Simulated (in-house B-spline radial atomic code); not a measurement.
RPA and G0W0 on LDA VWN5: I VI (I5+)

Configuration [Kr] 4d10 5s2, mean-field start LDA VWN5. Computed with an all-electron radial atomic-structure program (B-spline basis): all electrons, non-relativistic, point nucleus, each spin shell either full or empty, empty states to l = 9 with an (l + 1/2)⁻⁴ tail; G0W0 by contour deformation at full frequency.

Without relativity these are model numbers: it shifts the levels of so heavy an element strongly and can reorder them.

Command:
```bash
python run_gw.py task.json out
```
Settings (radii: box in bohr, nucleus in fm):
```
Z                        53
electrons                48
configuration            [Kr] 4d10 5s2
hamiltonian              nr
method                   lda,vwn
lmax                     9
spin_polarised           False
box_radius               10.43
intervals                52
ion_configuration        [Kr] 4d10 5s1
```

Run time, properties included: 4.4 s on 1 thread of Arm Neoverse V2 (shared host).

Energies (hartree):

| term | value |
| --- | --- |
| mean-field total | -6909.23997 |
| Hartree-Fock functional on these orbitals | -6912.59327 |
| direct second order | -4.3711 |
| second-order exchange | 1.1918 |
| SOSEX correction | 1.1025 |

(1) What is the RPA correlation energy, and what remains with SOSEX?

Quasi-particle levels (eV):

| level | occupied | mean field | Σx - vxc | Σc | QP weight | G0W0 |
| --- | --- | --- | --- | --- | --- | --- |
| 5s | yes | -67.15 | -2.81 | ? | ? | ? |
| 4d | yes | -110.58 | -12.03 | 1.06 | 0.921 | -121.54 |
| 5p | no | -55.59 | 6.99 | -1.91 | 0.952 | -50.51 |

G0W0 = mean field + (Σx - vxc) + Σc, with Σc (partial-wave tail included) taken at the quasi-particle energy. Only the outer levels were computed. Levels of low weight are left out.

(2) Where does G0W0 put 5s?

(3) What does it cost to remove one electron (to [Kr] 4d10 5s1) by differences of total energies, each species on its own start (correlation terms add to the Hartree-Fock functional)?

Answers

(1) RPA gives -3.8217 hartree (-2.17 eV per electron); RPA + SOSEX gives -2.7191, and the second-order doubles -3.1793 hartree (no singles). RPA lacks exchange-type terms and so overcorrelates at short range.

(2) At -72.65 eV, with Σc = -2.68 eV and a quasi-particle weight of 0.957. The tabulated removal energy is 74.4 ± 0.4 eV (NIST, semi-empirical); the calculation leaves out relativity, Breit and QED terms, and what these don't explain is the method's own error.

(3) LDA VWN5 72.90 eV, Hartree-Fock functional 69.74 eV, + RPA 72.58 eV, + RPA + SOSEX 71.94 eV, + second order 73.59 eV. Tabulated: 74.4 ± 0.4 eV (NIST, semi-empirical); the calculation leaves out relativity, Breit and QED terms, and what these don't explain is the method's own error.
